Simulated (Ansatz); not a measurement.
Start from `[NH2][Ga]([NH2])[OH]` and change one atom or group to get `C[BH][Ga]([NH2])[OH]`.

Ansatz, PBE0-D4/def2-TZVP geometries, multiplicity 1. Each molecule was computed in one conformer, which needn't be the lowest.

Scalar relativity is left out up to krypton.

```json
{"property": "HOMO energy (B3LYP/def2-TZVPP) / eV", "`[NH2][Ga]([NH2])[OH]`": "-6.83"}
{"property": "zero-point energy (PBE0-D4/def2-TZVP) / kJ/mol", "`[NH2][Ga]([NH2])[OH]`": "168.3"}
{"property": "LUMO energy (PBE0/def2-TZVPP) / eV", "`[NH2][Ga]([NH2])[OH]`": "-0.12"}
{"property": "ideal-gas entropy at 298 K and 1 bar (rigid rotor, harmonic PBE0-D4/def2-TZVP) / J/(mol·K)", "`[NH2][Ga]([NH2])[OH]`": "343"}
{"property": "LUMO energy (B3LYP/def2-TZVPP) / eV", "`[NH2][Ga]([NH2])[OH]`": "-0.49"}
{"property": "HOMO energy (PBE0/def2-TZVPP) / eV", "`[NH2][Ga]([NH2])[OH]`": "-7.08"}
```

Task: What does the change do to each property? (Estimate.)

Result: Computed: 
| property | `C[BH][Ga]([NH2])[OH]` | shift |
| --- | --- | --- |
| HOMO energy (B3LYP/def2-TZVPP) / eV | -6.81 | 0.02 |
| zero-point energy (PBE0-D4/def2-TZVP) / kJ/mol | 228.1 | 59.8 |
| LUMO energy (PBE0/def2-TZVPP) / eV | -1.82 | -1.70 |
| ideal-gas entropy at 298 K and 1 bar (rigid rotor, harmonic PBE0-D4/def2-TZVP) / J/(mol·K) | 400 | 57 |
| LUMO energy (B3LYP/def2-TZVPP) / eV | -2.03 | -1.54 |
| HOMO energy (PBE0/def2-TZVPP) / eV | -7.05 | 0.03 |

The zero-point energy changes by 59.8 kJ/mol with +9 modes. Modes under 60 cm⁻¹, often nearly free rotors, make the harmonic entropy too high.

B3LYP here is the variant with VWN-RPA as its local correlation; programs differ in this.
